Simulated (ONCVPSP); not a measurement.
## What one change does to a pseudopotential (ruthenium (Ru), ONCV)

ONCVPSP 4.0.1 input, shortened (lines: element, Z, core and valence counts, functional; n l f; lmax; l rc ep ncon nbas qcut; lloc lpopt rc5 dvloc0; l nproj debl; icmod fcfact rcfact), PBE, scalar-relativistic:

```
  Ru 44.00    6    4        4      upf
    1    0    2.00
    2    0    2.00
    2    1    6.00
    3    0    2.00
    3    1    6.00
    3    2   10.00
    4    0    2.00
    4    1    6.00
    4    2    7.50
    5    0    0.50
    2
    0    1.80    0.00    4    7    5.40
    1    1.55    0.00    4    8    8.20
    2    1.70    0.00    4    9    9.10
    4    4    1.00    0.00
    0    2    0.60
    1    3    2.40
    2    2    3.10
    0    0.00    0.00
```

Change: s: qcut 3.3; p: qcut 5; d: qcut 5.5.

Cutoffs: the cutoffs (Ha) at which the residual kinetic energy of the hardest occupied pseudo-wave falls to 1 and 0.1 mHa per electron; they do not see the model core or the augmentation charge, which bear on the density cutoff. Errors are all-electron minus pseudo energies relative to the spin-unpolarised reference configuration.

Problem. Predict the effect on cutoff, ghosts and configuration errors.

Solution. The potential gets harder (25 Ha and 30 Ha → 56 Ha and 105 Ha); of the 4 tests that both files solve, the error grows in 0 and shrinks in 1 by more than 15 % and 0.3 meV (median size 0.4 → 0.4 meV); neither file shows a bound ghost.

| quantity | base | changed |
| --- | --- | --- |
| cutoff, loose | 25 Ha | 56 Ha |
| cutoff, tight | 30 Ha | 105 Ha |
| loose cutoff by channel | s 11 Ha, p 19 Ha, d 25 Ha | s 11 Ha, p 14 Ha, d 56 Ha |
| bound ghosts | none | none |
| GHOST(+) flags under 300 eV | s at 137.8 eV | s at 129.9 eV |
| error for 4s2 4p6 4d7 5s1, meV [ΔE 0.32 eV] | +0.3 | +0.6 |
| error for 4s2 4p6 4d7 5s0, meV [ΔE 7.61 eV] | -0.5 | -0.7 |
| error for 4s2 4p6 4d6 5s0, meV [ΔE 25.80 eV] | -1.1 | +0.3 |
| error for 4s2 4p6 4d7 5s0.5, meV [ΔE 3.18 eV] | +0.2 | +0.2 |
| s: phases at 1.83 bohr within 0.05 rad from the reference energy up to (Ha; the scan ends near 5) | 4.4 | 3.9 |
| p: phases at 1.57 bohr within 0.05 rad from the reference energy up to (Ha; the scan ends near 5) | to the end of the scan | to the end of the scan |
| d: phases at 1.72 bohr within 0.05 rad from the reference energy up to (Ha; the scan ends near 5) | to the end of the scan | to the end of the scan |
